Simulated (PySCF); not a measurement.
Two species compared at the same levels of theory.

First species: C6H3F3O.
Numbering: `[F:1][C:2]([F:3])=[C:4]([F:5])[c:6]1[cH:7][cH:8][cH:9][o:10]1` (hydrogens: H11 on C7; H12 on C8; H13 on C9)

Structure used (GFN2-xTB), in Å, numbered top down from 1:
```
atom  x, y, z in Å
F1    -2.1885   -0.3468   -1.8097
C2    -2.4159    0.1164   -0.5905
F3    -3.7054    0.3565   -0.4068
C4    -1.4622    0.3150    0.3263
F5    -1.8298    0.7922    1.5309
C6    -0.0500    0.0691    0.1699
C7     0.9767    0.2467    1.0666
C8     2.1497   -0.1524    0.3926
C9     1.7541   -0.5394   -0.8535
O10    0.4286   -0.4095   -0.9979
H11    0.8894    0.6139    2.0681
H12    3.1461   -0.1512    0.7828
H13    2.3027   -0.9099   -1.6964
```

Second species: C4H11PSi.
Z-matrix (Å and degrees, GFN2-xTB geometry), rows numbered from 1:
```
Si
P   1  2.2335
C   2  1.8551  1   99.08
C   3  1.5398  2  119.77  1    60.50
C   4  1.5349  3   89.10  2   133.39
C   5  1.5348  4   89.74  3   -12.55
H   1  1.4638  2  106.69  3    71.80
H   1  1.4666  2  114.73  3   -48.46
H   1  1.4616  2  106.88  3  -169.60
H   2  1.3920  1   96.18  3    96.88
H   3  1.0942  2  106.69  1   -68.02
H   4  1.0884  3  116.05  2  -107.28
H   4  1.0901  3  112.70  2    19.34
H   5  1.0881  4  112.64  3   101.99
H   5  1.0881  4  115.90  3  -131.52
H   6  1.0878  3  116.10  2   104.70
H   6  1.0895  3  112.46  2   -21.65
```

Levels: CAM-B3LYP/def2-SVPD for dipole moment, HOMO energy, LUMO energy, HOMO–LUMO gap, static isotropic polarisability and electronic spatial extent ⟨r²⟩ about the centre of nuclear charge; TDDFT CAM-B3LYP/def2-SVPD for lowest singlet excitation; TDA CAM-B3LYP/def2-SVPD for lowest triplet excitation (Tamm–Dancoff); GFN2-xTB for rotational constant A and rotational constant C. Geometries: GFN2-xTB. Each species is one conformer at its optimised geometry, gas phase, non-relativistic unless stated; the electronic structure was computed with PySCF and density fitting.

The conformers computed, where there is a choice (atom-mapped SMILES and torsion angles):
- `[F:1][C:2]([F:3])=[C:4]([F:5])[c:6]1[cH:7][cH:8][cH:9][o:10]1`: C2–C4–C6–C7 180°
- `[SiH3:1][PH:2][CH:3]1[CH2:4][CH2:5][CH2:6]1`: Si1–P2–C3–C4 61°

Values for the first species:

```
Dipole moment                                                     : 2.47 D
HOMO energy                                                       : -7.70 eV
LUMO energy                                                       : -0.07 eV
HOMO–LUMO gap                                                     : 7.63 eV
Lowest singlet excitation                                         : 5.14 eV
Lowest triplet excitation (Tamm–Dancoff)                          : 3.02 eV
Static isotropic polarisability                                   : 78.3 au
Electronic spatial extent ⟨r²⟩ about the centre of nuclear charge : 1439 bohr²
Rotational constant A                                             : 2.862 GHz
Rotational constant C                                             : 0.702 GHz
```

Question: Estimate the same properties for the second species, and the change in each.

Answer: 
```
                                                         property       first      second  second less first
                                                    dipole moment      2.47 D      1.41 D            -1.06 D
                                                      HOMO energy    -7.70 eV    -8.08 eV           -0.38 eV
                                                      LUMO energy    -0.07 eV     1.12 eV           +1.19 eV
                                                    HOMO–LUMO gap     7.63 eV     9.20 eV           +1.57 eV
                                        lowest singlet excitation     5.14 eV     5.99 eV           +0.85 eV
                         lowest triplet excitation (Tamm–Dancoff)     3.02 eV     5.19 eV           +2.17 eV
                                  static isotropic polarisability     78.3 au     99.5 au           +21.2 au
electronic spatial extent ⟨r²⟩ about the centre of nuclear charge  1439 bohr²  1137 bohr²         -302 bohr²
                                            rotational constant A   2.862 GHz   4.854 GHz         +1.992 GHz
                                            rotational constant C   0.702 GHz   1.082 GHz         +0.380 GHz
```

On the first: In atomic units the dipole is 0.97 e·bohr (1 au = 2.5417 D). In wavenumbers S1 is 41500 cm⁻¹ (1 eV = 8065.54 cm⁻¹).

On the second: The dipole equals about 4.7 × 10⁻³⁰ C·m (1 D = 3.33564 × 10⁻³⁰ C·m). The principal polarisabilities are 82.8, 95.0 and 120.6 au; their mean is the isotropic value.
